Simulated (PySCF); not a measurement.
CH5BF2Si.
Bonds: C1–Si2, Si2–B3, B3–F4, B3–F5. Hydrogens: H6, H7, H8 on C1; H9, H10 on Si2.

A GFN2-xTB structure was refined with PySCF 2.14.0, PBE0-D3(BJ)/def2-SVP geometry optimisation, gas phase. Its GFN2-xTB values:

```json
{"coordinate": "C1–Si2", "GFN2-xTB": "1.901 Å"}
{"coordinate": "C1–H6", "GFN2-xTB": "1.120 Å"}
{"coordinate": "Si2–B3", "GFN2-xTB": "1.970 Å"}
{"coordinate": "Si2–H9", "GFN2-xTB": "1.489 Å"}
{"coordinate": "B3–F4", "GFN2-xTB": "1.341 Å"}
{"coordinate": "C1–Si2–B3", "GFN2-xTB": "109.4°"}
{"coordinate": "Si2–B3–F4", "GFN2-xTB": "125.9°"}
{"coordinate": "Si2–B3–F5", "GFN2-xTB": "125.1°"}
{"coordinate": "F4–B3–F5", "GFN2-xTB": "109.0°"}
{"coordinate": "C1–Si2–B3–F4", "GFN2-xTB": "70°"}
```

**Question.** How do these coordinates change at the PBE0-D3(BJ)/def2-SVP level?

**Answer.** 
```
  coordinate  PBE0-D3(BJ)/def2-SVP (Å or °)  change
      Si2–B3                          2.037  +0.067
       C1–H6                          1.101  -0.019
       B3–F4                          1.322  -0.019
      C1–Si2                          1.886  -0.015
      Si2–H9                          1.496  +0.007
    F4–B3–F5                          115.7    +6.7
   Si2–B3–F4                          121.0    -4.9
   Si2–B3–F5                          123.3    -1.8
   C1–Si2–B3                          111.0    +1.6
C1–Si2–B3–F4                             67      -3
```

The energy falls by 3.7 kcal/mol over 13 energy and gradient evaluations, the largest force component goes from 0.0442 to 4.3e-04 Eh/bohr, and the atoms move by 0.043 Å rms after alignment. The bond that changes most is Si2–B3 (SiH2 silicon to three-coordinate boron), which lengthens by 0.067 Å. Bonds longer at the end by more than 0.005 Å: 5 of 9; shorter: 4. Rotational constants go from 6345, 2120, 1887 to 6212, 2111, 1854 MHz.

The run used 99 basis functions and 72 SCF cycles in all.

No PBE0-D3(BJ)/def2-SVP frequencies stand behind this structure, so it isn't proved a minimum. The numbers are those of one conformer.

Shape of the structure used: `[CH3:1][SiH2:2][B:3]([F:4])[F:5]`: C1–Si2–B3–F4 67°.
